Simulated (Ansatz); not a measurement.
Cost and result for the atomization energy of F$_{3}$H$_{2}$NSi, SMILES `N[Si](F)(F)F` (7 atoms, 6 bonds).

```xyz
7

N     0.932    0.171   -0.456
Si   -0.575   -0.088    0.219
F    -0.585   -0.532    1.733
F    -1.315   -1.234   -0.567
F    -1.414    1.243    0.159
H     1.513   -0.584   -0.776
H     1.444    1.024   -0.312
```

Charge 0, multiplicity 1. All single points use the PBE0-D4/def2-TZVP geometry. It is one conformer, not always the lowest. Program: Ansatz. Hardware: A = 2 threads of a server CPU on a shared host; B = 2 threads of an AMD EPYC 7R13 on a shared host and a share of an NVIDIA H100 80 GB. Times are those of one run each, without the atoms' runs, and a repeat can differ threefold. Electronic energies, without spin–orbit coupling; frozen cores. CCSD(T)/CBS extrapolates def2-TZVPP and def2-QZVPP, and its time is that of the two runs behind it. T1 = 0.011. B3LYP takes the VWN-RPA correlation (the form of Gaussian; ORCA's B3LYP/G). HSE06 is the plane-wave form, built on full-range PBE exchange.

CCSD(T)/CBS is a level of theory with its own doubt, some kJ/mol a heavy atom from the limit and from the frozen cores, so smaller differences don't rank the functionals.

| level | functions | wall time |
| --- | --- | --- |
| PBE-D4/def2-TZVPP (with forces) [A] | 194 | 2.8 s |
| revPBE-D4/def2-TZVPP [A] | 194 | 3.4 s |
| PBE0-D4/def2-TZVPP [A] | 194 | 3.5 s |
| HSE06-D4/def2-TZVPP [A] | 194 | 5.5 s |
| CCSD(T)/def2-SVP [A] | 84 | 5.5 s |
| B2PLYP/def2-TZVPP [A] | 194 | 6.5 s |
| B3LYP-D4/def2-TZVPP (with forces) [A] | 194 | 8.5 s |
| r2SCAN-D4/def2-TZVPP (with forces) [A] | 194 | 9 s |
| PBE-QIDH/def2-TZVPP [A] | 194 | 11 s |
| CCSD(T)/def2-TZVPP [B] | 194 | 19 s |
| ωB97M-V/def2-TZVPP (with forces) [A] | 194 | 23 s |
| CCSD(T)/def2-QZVPP [B] | 358 | 52 s |
| CCSD(T)/CBS(def2) | – | 71 s |

What atomization energy does each give, and how far from CCSD(T)/CBS? (Best estimate.)

The calculation gave: 
```tsv
level	atomization (kJ/mol)	difference from CCSD(T)/CBS	per bond
PBE-D4/def2-TZVPP (with forces) [A]	2999.3	7.5	1.2
revPBE-D4/def2-TZVPP [A]	2903.0	-88.8	-14.8
PBE0-D4/def2-TZVPP [A]	2921.0	-70.8	-11.8
HSE06-D4/def2-TZVPP [A]	2923.0	-68.8	-11.5
CCSD(T)/def2-SVP [A]	2685.4	-306.4	-51.1
B2PLYP/def2-TZVPP [A]	2938.3	-53.5	-8.9
B3LYP-D4/def2-TZVPP (with forces) [A]	2944.4	-47.4	-7.9
r2SCAN-D4/def2-TZVPP (with forces) [A]	2958.0	-33.8	-5.6
PBE-QIDH/def2-TZVPP [A]	2922.5	-69.3	-11.6
CCSD(T)/def2-TZVPP [B]	2884.0	-107.8	-18.0
ωB97M-V/def2-TZVPP (with forces) [A]	2972.8	-19.0	-3.2
CCSD(T)/def2-QZVPP [B]	2950.8	-41.0	-6.8
CCSD(T)/CBS(def2)	2991.8	0.0	0.0
```

At CCSD(T), def2-SVP lies −306.4 kJ/mol from the extrapolated value and def2-TZVPP −107.9 kJ/mol: correlation converges slowly with the basis, and small sets miss more of it in the bonded molecule than in its fragments. From r2SCAN to r2SCAN0 (25 % exact exchange), in def2-TZVPP and without D4, the atomization energy moves by −73.4 kJ/mol: exact exchange takes away binding that semilocal exchange gives to molecules. The D4 term adds +20.1 kJ/mol with B3LYP and +10.3 kJ/mol with PBE0; it sums over pairs of atoms, weighted by their polarisabilities, and B3LYP, whose exchange is more repulsive, gets the larger term.
